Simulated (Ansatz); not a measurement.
This Ansatz (an electronic-structure program) input (B2PLYP/cc-pVDZ) gives -37.81596 Eh with 14 basis functions. A basis named .json is the Basis Set Exchange file of that set (core-valence sets with the plain set on hydrogen).

Ansatz 0.2 input:
```yaml
crystal:
  periodic: [false, false, false]
  atoms:
    - {symbol: C, position_ang: [0.00000000, 0.00000000, 0.00000000]}
basis:
  gaussian:
    orbitals: cc-pVDZ
hamiltonian:
  xc: {name: B2PLYP}
magnetization: {spin_polarized: true, initial_magnetization: 2}
correlation: {electrons: outside_noble_gas}
scf: {lower_state_search: full}
```

Change:
```diff
- orbitals: cc-pVDZ
+ orbitals: 6-311++G_2d_2p_.json
```

Task: What does the run give now?

Result: -37.82328 Eh (B2PLYP/6-311++G(2d,2p), 27 functions), a change of -7.32 mEh.
